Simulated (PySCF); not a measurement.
# Atomic charges against the basis set

Compound: C2H5F3OSi.
Cartesian coordinates in Å at the PBE0-D3(BJ)/def2-SVP level; atoms count from 1:
```
atom  x, y, z in Å
C1     2.170   -0.052   -0.037
O2     0.798   -0.336   -0.085
Si3   -0.394    0.399    0.788
C4    -2.036   -0.380    0.156
F5    -2.113   -1.695    0.397
F6    -2.207   -0.203   -1.160
F7    -3.078    0.201    0.777
H8     2.691   -0.724   -0.734
H9     2.385    0.989   -0.340
H10    2.590   -0.213    0.972
H11   -0.462    1.868    0.535
H12   -0.291    0.125    2.250
```

PBE0 throughout (PySCF), one geometry, spherical d and f functions. The structure is a single PBE0-D3(BJ)/def2-SVP conformer in the gas phase; no vibrational or solvent corrections. Atoms taken as equivalent share a column and are averaged.

Mulliken charges (e):

| basis | functions | C1 | O2 | Si3 | C4 | F5/F6/F7 | H8/H9/H10 | H11/H12 |
| --- | --- | --- | --- | --- | --- | --- | --- | --- |
| STO-3G | 44 | -0.131 | -0.371 | +0.701 | +0.168 | -0.119 | +0.077 | -0.120 |
| 6-31G | 77 | -0.206 | -0.732 | +0.939 | +0.518 | -0.273 | +0.176 | -0.114 |
| pcSseg-0 | 77 | -0.293 | -0.856 | +1.120 | +0.469 | -0.327 | +0.227 | -0.071 |
| 6-31G* | 112 | -0.260 | -0.567 | +0.629 | +0.714 | -0.296 | +0.178 | -0.082 |
| cc-pVDZ | 127 | +0.077 | -0.421 | +0.477 | +0.372 | -0.175 | +0.050 | -0.065 |
| def2-SVP | 127 | +0.127 | -0.502 | +0.619 | +0.359 | -0.195 | +0.049 | -0.081 |
| aug-cc-pVDZ | 210 | +0.875 | -0.835 | +0.264 | +1.200 | -0.462 | -0.198 | +0.239 |
| 6-311+G(2d,p) | 227 | -0.278 | -0.628 | +0.905 | +0.484 | -0.282 | +0.153 | -0.048 |
| def2-TZVP | 253 | -0.222 | -0.335 | +0.327 | +0.370 | -0.163 | +0.129 | -0.019 |
| cc-pVTZ | 284 | -0.097 | -0.300 | +0.333 | +0.356 | -0.162 | +0.087 | -0.034 |
| IGLO-III | 304 | -0.283 | -0.450 | +0.924 | +0.330 | -0.195 | +0.131 | -0.164 |
| pcSseg-2 | 329 | +0.143 | -0.561 | +0.779 | +0.505 | -0.239 | +0.039 | -0.133 |

IAO charges (e):

```json
{"basis": "STO-3G", "functions": "44", "C1": "-0.261", "O2": "-0.457", "Si3": "+0.824", "C4": "+0.212", "F5/F6/F7": "-0.146", "H8/H9/H10": "+0.123", "H11/H12": "-0.124"}
{"basis": "6-31G", "functions": "77", "C1": "-0.232", "O2": "-0.585", "Si3": "+0.834", "C4": "+0.496", "F5/F6/F7": "-0.256", "H8/H9/H10": "+0.149", "H11/H12": "-0.095"}
{"basis": "pcSseg-0", "functions": "77", "C1": "-0.214", "O2": "-0.584", "Si3": "+0.844", "C4": "+0.486", "F5/F6/F7": "-0.254", "H8/H9/H10": "+0.143", "H11/H12": "-0.099"}
{"basis": "6-31G*", "functions": "112", "C1": "-0.195", "O2": "-0.622", "Si3": "+0.958", "C4": "+0.551", "F5/F6/F7": "-0.277", "H8/H9/H10": "+0.138", "H11/H12": "-0.138"}
{"basis": "cc-pVDZ", "functions": "127", "C1": "-0.193", "O2": "-0.616", "Si3": "+0.943", "C4": "+0.551", "F5/F6/F7": "-0.275", "H8/H9/H10": "+0.137", "H11/H12": "-0.135"}
{"basis": "def2-SVP", "functions": "127", "C1": "-0.185", "O2": "-0.616", "Si3": "+0.959", "C4": "+0.547", "F5/F6/F7": "-0.276", "H8/H9/H10": "+0.135", "H11/H12": "-0.140"}
{"basis": "aug-cc-pVDZ", "functions": "210", "C1": "-0.201", "O2": "-0.629", "Si3": "+0.953", "C4": "+0.561", "F5/F6/F7": "-0.282", "H8/H9/H10": "+0.142", "H11/H12": "-0.132"}
{"basis": "6-311+G(2d,p)", "functions": "227", "C1": "-0.204", "O2": "-0.638", "Si3": "+0.987", "C4": "+0.552", "F5/F6/F7": "-0.283", "H8/H9/H10": "+0.144", "H11/H12": "-0.140"}
{"basis": "def2-TZVP", "functions": "253", "C1": "-0.201", "O2": "-0.640", "Si3": "+0.996", "C4": "+0.560", "F5/F6/F7": "-0.285", "H8/H9/H10": "+0.142", "H11/H12": "-0.144"}
{"basis": "cc-pVTZ", "functions": "284", "C1": "-0.203", "O2": "-0.635", "Si3": "+0.982", "C4": "+0.561", "F5/F6/F7": "-0.284", "H8/H9/H10": "+0.142", "H11/H12": "-0.141"}
{"basis": "IGLO-III", "functions": "304", "C1": "-0.204", "O2": "-0.640", "Si3": "+0.996", "C4": "+0.555", "F5/F6/F7": "-0.284", "H8/H9/H10": "+0.143", "H11/H12": "-0.143"}
{"basis": "pcSseg-2", "functions": "329", "C1": "-0.202", "O2": "-0.639", "Si3": "+0.995", "C4": "+0.559", "F5/F6/F7": "-0.285", "H8/H9/H10": "+0.143", "H11/H12": "-0.143"}
```

Hirshfeld charges (e):

```
        basis  functions      C1      O2     Si3      C4  F5/F6/F7  H8/H9/H10  H11/H12
       STO-3G         44  +0.039  -0.237  +0.434  +0.168    -0.090     +0.012   -0.085
        6-31G         77  -0.007  -0.263  +0.378  +0.173    -0.098     +0.046   -0.063
     pcSseg-0         77  -0.017  -0.241  +0.410  +0.171    -0.102     +0.043   -0.072
       6-31G*        112  -0.009  -0.233  +0.357  +0.161    -0.091     +0.045   -0.070
      cc-pVDZ        127  -0.026  -0.211  +0.369  +0.154    -0.089     +0.044   -0.074
     def2-SVP        127  -0.026  -0.215  +0.378  +0.163    -0.095     +0.045   -0.075
  aug-cc-pVDZ        210  -0.035  -0.234  +0.394  +0.160    -0.098     +0.048   -0.068
6-311+G(2d,p)        227  -0.028  -0.236  +0.396  +0.163    -0.100     +0.047   -0.068
    def2-TZVP        253  -0.031  -0.228  +0.387  +0.160    -0.097     +0.048   -0.069
      cc-pVTZ        284  -0.033  -0.223  +0.381  +0.160    -0.095     +0.047   -0.071
     IGLO-III        304  -0.036  -0.227  +0.390  +0.163    -0.100     +0.048   -0.066
     pcSseg-2        329  -0.036  -0.233  +0.395  +0.161    -0.098     +0.049   -0.070
```

Some averages cover members that differ in this geometry, most widely: H8/H9/H10, Mulliken in aug-cc-pVDZ -0.291 to -0.150; H8/H9/H10, IAO in 6-31G +0.136 to +0.173; H8/H9/H10, IAO in pcSseg-0 +0.131 to +0.166; H8/H9/H10, Mulliken in 6-31G +0.164 to +0.198 e.

Problem. Which scheme is steadiest as the basis changes?

Solution. Largest range over the bases for any column: Hirshfeld 0.08 e, IAO 0.35 e, Mulliken 1.17 e. Hirshfeld charges move least and Mulliken charges most, counted in e. Without the minimal STO-3G basis the ranges are Hirshfeld 0.05, IAO 0.16, Mulliken 1.17 e.

Problem. How much do the charges still move between the two largest bases, IGLO-III and pcSseg-2?

Solution. At most, over all atoms: Mulliken 0.426 e, IAO 0.004 e, Hirshfeld 0.006 e.

Problem. What do the same runs give for the total energy, the frontier levels and the dipole moment?

Solution. 
```csv
basis,energy (Eh),HOMO (eV),LUMO (eV),μ (D)
STO-3G,-733.2605,-4.35,6.51,1.93
6-31G,-742.7106,-8.33,0.12,3.73
pcSseg-0,-741.4958,-8.45,0.14,3.88
6-31G*,-742.8806,-8.38,0.39,2.99
cc-pVDZ,-742.9240,-8.41,0.39,3.01
def2-SVP,-742.4727,-8.53,0.35,3.21
aug-cc-pVDZ,-742.9656,-8.60,-0.37,3.19
"6-311+G(2d,p)",-743.0709,-8.67,-0.34,3.33
def2-TZVP,-743.1225,-8.65,-0.11,3.19
cc-pVTZ,-743.0983,-8.59,0.05,3.09
IGLO-III,-743.1283,-8.65,-0.11,3.24
pcSseg-2,-743.1256,-8.69,-0.25,3.31
```

The dipole is fixed by the density alone, so its range of 1.95 D shows that the density itself changes with the basis, not only its division among atoms.
